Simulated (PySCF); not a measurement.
## BiAs: energy against distance

Set-up: basis Bi def2-SVP with ECP60, As def2-SVP; scalar-relativistic core potentials; PySCF 2.14. Energies in eV from Bi + As in their ground configurations at the same level. State: ¹Σ⁺ (singlet), closed shell.

All columns are PBE0. A positive dipole means Bi(−)As(+).

```
R (Å)  E (eV)  μ (D)  Mulliken charge on Bi (basis-dependent)  HOMO (eV)  LUMO (eV)  Mayer bond order  ⟨S²⟩
2.051  -0.992  -1.27                                     0.14      -6.99      -1.99              2.94  0.00
2.147  -1.965  -1.39                                     0.13      -7.09      -2.19              2.94  0.00
2.242  -2.482  -1.49                                     0.11      -6.89      -2.39              2.95  0.00
2.313  -2.653  -1.55                                     0.11      -6.74      -2.54              2.96  0.00
2.385  -2.684  -1.60                                     0.11      -6.61      -2.67              2.97  0.00
2.457  -2.610  -1.64                                     0.10      -6.49      -2.80              2.97  0.00
2.552  -2.392  -1.68                                     0.10      -6.34      -2.97              2.98  0.00
2.671  -1.993  -1.71                                     0.10      -6.18      -3.15              2.99  0.00
2.814  -1.410  -1.73                                     0.09      -6.03      -3.35              2.99  0.00
3.005  -0.571  -1.73                                     0.08      -5.86      -3.58              3.00  0.00
```

A fit through these points gives, at Re = 2.368 Å, μ = -1.59 D and dμ/dR = -0.669 D/Å; the reduced mass is 55.15 u.

Task: How strong is the fundamental in the double-harmonic approximation, I = 42.26·(dμ/dR)²/μred km/mol?

Result: I = 42.26·(-0.669)²/55.15 = 0.343 km/mol at PBE0.

Spin–orbit coupling is left out, which matters for elements this heavy, above all for dissociation energies.
